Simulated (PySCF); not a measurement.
Ligand exchange on a metal centre used in film growth or etching (Ti OH-NH2). All species are isolated molecules in the gas phase. One relaxed conformer stands for each flexible species; it need not be the lowest.

The charge on the central atom (meta-Löwdin) from two functionals at the same geometries (TPSS-D3(BJ)/def2-SVP), both in PySCF: PBE-D3(BJ)/def2-TZVP and B3LYP-D3(BJ)/def2-TZVP. B3LYP has the VWN-RPA correlation part, as in Gaussian. 

```csv
species,B3LYP-D3(BJ)/def2-TZVP (e)
0 of 4 OH replaced by NH2 ([Ti(OH)4]),1.49
1 of 4 OH replaced by NH2 ([Ti(OH)3(NH2)]),1.43
3 of 4 OH replaced by NH2 ([Ti(OH)(NH2)3]),1.30
4 of 4 OH replaced by NH2 ([Ti(NH2)4]),1.25
```

Question: What does PBE-D3(BJ)/def2-TZVP give for each?

Answer: 
- 0 of 4 OH replaced by NH2 ([Ti(OH)4]): 1.35
- 1 of 4 OH replaced by NH2 ([Ti(OH)3(NH2)]): 1.29
- 3 of 4 OH replaced by NH2 ([Ti(OH)(NH2)3]): 1.17
- 4 of 4 OH replaced by NH2 ([Ti(NH2)4]): 1.12
Over these rows, drawn at random from the members with no instability flagged (it was tested for open shells, ions and some series alone), PBE minus B3LYP-D3(BJ): mean -0.14 e, from -0.14 e to -0.13 e.
